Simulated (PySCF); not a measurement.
C3H8O2, SMILES OC(C)CO (connectivity only; charge and spin as stated), charge +1, multiplicity 2.

Geometry: PBE0-D3(BJ)/def2-SVP. The spin state was assumed, not searched. One conformer was computed; it need not be the lowest.

Computed with PBE0-D3(BJ)/def2-SVP (PySCF 2.14.0).

No scaling factor is applied to the harmonic values.

| mode | ν (cm⁻¹) | IR (km/mol) | moving atoms (share of kinetic energy) |
|---|---|---|---|
| 1 | 119 | 5.7 | O 37 %, H 35 %, C 29 % |
| 2 | 199 | 3.6 | O 42 %, H 40 %, C 18 % |
| 3 | 211 | 1.0 | H 69 %, O 21 %, C 10 % |
| 4 | 259 | 0.8 | C 63 %, H 23 %, O 14 % |
| 5 | 386 | 0.9 | C 55 %, H 25 %, O 21 % |
| 6 | 413 | 9.1 | H 46 %, C 38 %, O 16 % |
| 7 | 464 | 29.0 | H 54 %, C 29 %, O 17 % |
| 8 | 505 | 133.0 | H 59 %, C 26 %, O 15 % |
| 9 | 578 | 63.4 | H 77 %, O 14 %, C 9 % |
| 10 | 877 | 24.8 | H 87 %, C 11 % |
| 11 | 935 | 36.5 | H 58 %, C 33 %, O 9 % |
| 12 | 974 | 14.5 | H 68 %, C 26 % |
| 13 | 1050 | 62.5 | H 59 %, C 37 % |
| 14 | 1118 | 90.4 | H 97 % |
| 15 | 1134 | 18.8 | H 86 %, C 14 % |
| 16 | 1199 | 26.1 | H 76 %, C 24 % |
| 17 | 1237 | 122.8 | H 70 %, O 15 %, C 15 % |
| 18 | 1333 | 164.3 | H 45 %, O 35 %, C 19 % |
| 19 | 1365 | 24.0 | H 53 %, C 30 %, O 17 % |
| 20 | 1372 | 10.8 | H 81 %, C 17 % |
| 21 | 1381 | 12.7 | H 69 %, C 18 %, O 13 % |
| 22 | 1428 | 50.1 | H 89 %, C 9 % |
| 23 | 1447 | 6.4 | H 92 % |
| 24 | 1485 | 70.7 | C 47 %, H 44 %, O 9 % |
| 25 | 1513 | 9.3 | H 65 %, C 29 % |
| 26 | 3047 | 20.4 | H 96 % |
| 27 | 3089 | 9.8 | H 95 % |
| 28 | 3136 | 1.2 | H 91 %, C 9 % |
| 29 | 3144 | 19.9 | H 91 %, C 9 % |
| 30 | 3193 | 1.1 | H 90 %, C 10 % |
| 31 | 3226 | 3.0 | H 89 %, C 11 % |
| 32 | 3763 | 208.5 | H 94 % |
| 33 | 3784 | 256.1 | H 94 % |
